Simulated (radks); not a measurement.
Nb II, 40 electrons, occupied as [Kr] 4d4. Method: Dirac Kohn-Sham, SOGGA, spin-unpolarised, spherical densities, finite nucleus; open shells fill j = l - 1/2 first; Fermi nuclear charge, rms radius 4.324 fm; computed with a radial shooting solver on a logarithmic mesh with Libxc functionals.

Unscreened Slater integrals over Kohn-Sham orbitals (eV). Large and small components are both included. Empty in this configuration: 4d5/2.

integral          value
F0(4d3/2,4d3/2)  12.158
F2(4d3/2,4d3/2)  5.8922
F0(4d3/2,4p3/2)  14.483
F2(4d3/2,4p3/2)  6.6828
G1(4d3/2,4p3/2)  8.1159
G3(4d3/2,4p3/2)  4.8880
F0(4d3/2,4p1/2)  14.588
G1(4d3/2,4p1/2)  7.9875
F0(4d3/2,4s1/2)  14.993
G2(4d3/2,4s1/2)  5.5460
F0(4d3/2,4d5/2)  12.090
F2(4d3/2,4d5/2)  5.8570
G2(4d3/2,4d5/2)  5.8557
G4(4d3/2,4d5/2)  3.7518
F0(4p3/2,4p3/2)  18.636
F2(4p3/2,4p3/2)  9.7625
F0(4p3/2,4p1/2)  18.861
G2(4p3/2,4p1/2)  9.8641
F0(4p3/2,4s1/2)  19.737
G1(4p3/2,4s1/2)  13.268
F0(4p3/2,4d5/2)  14.372
F2(4p3/2,4d5/2)  6.5966
G1(4p3/2,4d5/2)  7.9789
G3(4p3/2,4d5/2)  4.8044
F0(4p1/2,4p1/2)  19.096
F0(4p1/2,4s1/2)  20.011
G1(4p1/2,4s1/2)  13.577
F0(4p1/2,4d5/2)  14.474
G3(4p1/2,4d5/2)  4.7234
F0(4s1/2,4s1/2)  21.083
F0(4s1/2,4d5/2)  14.869
G2(4s1/2,4d5/2)  5.4275
F0(4d5/2,4d5/2)  12.023
F2(4d5/2,4d5/2)  5.8231
F4(4d5/2,4d5/2)  3.7302
